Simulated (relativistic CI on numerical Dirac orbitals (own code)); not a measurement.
Slater and spin-orbit integrals, K XIV

Computed by Dirac-Coulomb-Breit CI, KLI orbitals optimised for each configuration, model QED (radiative potential, 1s self-energy scaled to tabulated hydrogen-like ionisation energies), unscaled Slater integrals (own radial code, finite nucleus).

Slater integrals F^k, G^k are unscaled and averaged over j, outside the closed core 1s2; ζ comes from projecting the Hamiltonian with its Breit term on Σ l·s of the shell.

- 2s²2p²: F^2(2p,2p) = 309120, ζ(2p) = 18650 cm⁻¹; <r>(2p) = 0.3079, <r^2>(2p) = 0.115 (bohr units).
- 2s2p³: F^2(2p,2p) = 307970, G^1(2s,2p) = 340330, ζ(2p) = 18393 cm⁻¹; <r>(2s) = 0.3538, <r^2>(2s) = 0.1467, <r>(2p) = 0.309, <r^2>(2p) = 0.1159 (bohr units).
- 2p⁴: F^2(2p,2p) = 306130, ζ(2p) = 18152 cm⁻¹; <r>(2p) = 0.3107, <r^2>(2p) = 0.1172 (bohr units).

Averages of the first 10 configurations, taken without configuration mixing, which lowers the lowest level and can move excited configurations by several eV; other configurations of the list can lie among them:

```json
{"Configuration": "2s²2p²", "Parity": "even", "States": "15", "Average energy above the lowest level (eV)": "9.5"}
{"Configuration": "2s2p³", "Parity": "odd", "States": "40", "Average energy above the lowest level (eV)": "65.2"}
{"Configuration": "2p⁴", "Parity": "even", "States": "15", "Average energy above the lowest level (eV)": "134.1"}
{"Configuration": "2p³3s", "Parity": "odd", "States": "40", "Average energy above the lowest level (eV)": "560.1"}
{"Configuration": "2p³3p", "Parity": "even", "States": "120", "Average energy above the lowest level (eV)": "575.8"}
{"Configuration": "2p³3d", "Parity": "odd", "States": "200", "Average energy above the lowest level (eV)": "592.6"}
{"Configuration": "2s²2p3s", "Parity": "odd", "States": "12", "Average energy above the lowest level (eV)": "452.6"}
{"Configuration": "2s²2p3p", "Parity": "even", "States": "36", "Average energy above the lowest level (eV)": "470.2"}
{"Configuration": "2s²2p3d", "Parity": "odd", "States": "60", "Average energy above the lowest level (eV)": "487.3"}
{"Configuration": "2s2p²3s", "Parity": "even", "States": "60", "Average energy above the lowest level (eV)": "499.5"}
```
